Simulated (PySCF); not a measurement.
## Ions at one geometry of [Bi(H2O)2]3+

PySCF 2.14.0, RKS PBE0, Bi def2-SVP with ECP60, O def2-SVP, H def2-SVP; non-relativistic Hamiltonian with scalar-relativistic core potentials where named; density fitting; no spin-orbit coupling; singlets restricted, open shells unrestricted. The geometry is relaxed for charge +3, singlet, vacuum:

```xyz
7

Bi    1.2505   -0.3484    0.0167
O    -0.1396    0.1961    1.6517
H     0.1288    0.2284    2.6147
H    -1.1062    0.4387    1.6309
O    -0.1659   -0.0154   -1.6519
H     0.0597   -0.1923   -2.6094
H    -1.1024    0.3248   -1.6527
```

Energies count from the relaxed state; an electron taken off or put on is at rest in vacuum. Charges and spins are Mulliken's.

| state | energy (eV) | spin squared | charge on Bi1 (e) | spin on Bi1 (e) | dipole about the centre of mass (D) |
| --- | --- | --- | --- | --- | --- |
| charge +3, singlet, vacuum | 0.00 | 0.00 | 2.16 | 0.00 | 6.61 |
| charge +4, doublet, vacuum | 29.84 | 0.78 | 2.41 | -0.10 | 10.99 |

What does the state charge +2, doublet, vacuum give?

energy (eV) -19.13, spin squared 0.75, charge on Bi1 (e) 1.41, spin on Bi1 (e) 0.98, dipole about the centre of mass (D) 6.01.

With an electron taken off (doublet) the charges change, summed by element, by Bi +0.25 e, O +0.53 e, H +0.23 e. The vertical ionisation energy is 29.84 eV, against −ε(HOMO) = 27.49 eV of the relaxed state. The level lies 2.4 eV too high, as is usual for semilocal functionals and global hybrids, which keep a self-interaction error.

With an electron put on (doublet) the charges change, summed by element, by Bi -0.75 e, O -0.06 e, H -0.19 e. The vertical electron affinity is 19.13 eV, against −ε(LUMO) = 21.51 eV of the relaxed state.

Open shells may have lower solutions than those found.
